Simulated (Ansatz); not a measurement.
Ideal-gas functions of `[OH][SbH][SiH2][SeH]` at 500 K and 1 bar, from an Ansatz frequency run at PBE0-D4/def2-TZVP.

Molar mass 249.85 g/mol, point group C1 (symmetry number 1), electronic degeneracy 1, moments of inertia 126.635, 767.399, 871.483 u Å². Harmonic wavenumbers (cm⁻¹, unscaled): 39, 95, 148, 189, 294, 317, 388, 421, 562, 577, 610, 660, 708, 800, 930, 943, 1956, 2202, 2218, 2346, 3883.

Use S(trans) = R[1.5 ln M + 2.5 ln T − 1.1517]; rotational temperatures θ = 24.2544 K / I; S(rot) = R[ln(√π/σ · √(T³/θAθBθC)) + 1.5]; for each mode x = 1.438777 ν̃/T, S = R[x/(eˣ − 1) − ln(1 − e⁻ˣ)] and H = RT x/(eˣ − 1); 1 cm⁻¹ = 0.0119627 kJ/mol; R = 8.31446 J/(mol·K).

Task: By hand: the entropy, in J/(mol·K).

Result: Translation 188.5. Rotation: θ = 0.1915, 0.0316, 0.0278 K, giving 130.9. Vibration, mode by mode: 26.50, 19.12, 15.47, 13.48, 9.95, 9.36, 7.82, 7.21, 5.17, 4.99, 4.63, 4.13, 3.70, 3.00, 2.24, 2.17, 0.20, 0.11, 0.10, 0.08, 0.00, in all 139.4. Electronic 0.0. Sum 458.8 J/(mol·K).

Task: By hand: H − E and G − E in kJ/mol, counted from the electronic energy.

Result: Zero-point energy ½ × 20286 × 0.0119627 = 121.3; thermal vibration 34.0; translation, rotation and pV give 4 RT = 16.6. H − E = 171.9 kJ/mol, and G − E = 171.9 − 500 × 458.8/1000 = -57.5 kJ/mol.

Vibration gives 30 % of the entropy, 61.1 J/(mol·K) of it from the modes under 150 cm⁻¹: soft modes count most, and the harmonic formula is weakest for them. The sum counts one conformer and one mirror image; others add a mixing term.
